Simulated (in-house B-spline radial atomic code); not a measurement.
**RPA and G0W0 on PBE: the rubidium ion Rb⁺**

Configuration [Ar] 3d10 4s2 4p6, mean-field start PBE. Computed with an all-electron radial atomic-structure program (B-spline basis): all electrons, scalar-relativistic (spin-free one-electron X2C), finite nucleus, each spin shell either full or empty, empty states to l = 9 with an (l + 1/2)⁻⁴ tail; G0W0 by contour deformation at full frequency.

Command:
```bash
python run_gw.py task.json out
```
Settings (radii: box in bohr, nucleus in fm):
```
Z                        37
electrons                36
configuration            [Ar] 3d10 4s2 4p6
hamiltonian              x2c
method                   pbe,pbe
lmax                     9
rms_radius               4.2036
spin_polarised           False
box_radius               23.78
intervals                71
```

Time taken, with all properties: 3.6 s on 1 thread of Arm Neoverse N1, on a shared host.

Energies (hartree):

| term | value |
| --- | --- |
| mean-field total | -2980.50347 |
| Hartree-Fock functional on these orbitals | -2978.98764 |
| direct second order | -3.0774 |
| second-order exchange | 0.88233 |
| SOSEX correction | 0.81225 |

**Question.** What is the RPA correlation energy, and what remains with SOSEX?

**Answer.** RPA gives -2.6714 hartree (-2.02 eV per electron); RPA + SOSEX gives -1.8592, and the second-order doubles -2.195 hartree (no singles). RPA lacks exchange-type terms and so overcorrelates at short range.

Quasi-particle levels (eV):

```tsv
level	occupied	mean field	Σx - vxc	Σc	QP weight	G0W0
4p	yes	-21.646	-5.72	?	?	?
5s	no	-6.044	2.80	-0.79	0.978	-4.031
```

G0W0 = mean field + (Σx - vxc) + Σc, with Σc (partial-wave tail included) taken at the quasi-particle energy. Only the outer levels were computed. Levels of low weight are left out.

**Question.** Where does G0W0 put 4p?

**Answer.** At -27.463 eV, with Σc = -0.10 eV and a quasi-particle weight of 0.904. The tabulated removal energy is 27.290 eV (NIST, measured); the calculation leaves out spin-orbit coupling, Breit and QED terms, and what these don't explain is the method's own error.
